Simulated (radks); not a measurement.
The mean radii <r> (bohr) of the occupied orbitals of an atom or ion are listed with their occupations. Method: Dirac Kohn-Sham, PBE, spin-unpolarised, spherical densities, point nucleus; computed with a radial shooting solver on a logarithmic mesh with Libxc functionals.

orbital  occ.      <r>
1s1/2       2  0.01866
2s1/2       2  0.07833
2p1/2       2  0.06487
2p3/2       4  0.07271
3s1/2       2   0.2043
3p1/2       2   0.1942
3p3/2       4   0.2088
3d3/2       4   0.1829
3d5/2       6   0.1874
4s1/2       2   0.4587
4p1/2       2   0.4645
4p3/2       4   0.4975
4d3/2       4   0.5162
4d5/2       6   0.5275
5p1/2       2    1.186
5p3/2       4    1.279
4f5/2       6   0.6222
4f7/2       8   0.6317
5d3/2     1.6    1.715
5d5/2     2.4    1.757

Name the element and its charge. Open shells, if any, are shared by 2j + 1.

Answer. Z = 73, tantalum, charge +3: Ta3+ in [Kr] 4d10 4f14 5p6 5d4. The 1s radius gives Z: for a bare nucleus <r> = (2 gamma + 1)/(2Z) with gamma = sqrt(1 - (Z/c)^2), 0.01844 bohr for Z = 73, and screening makes it slightly larger (0.01866 here). The occupations add up to 70, and the charge is Z minus that.
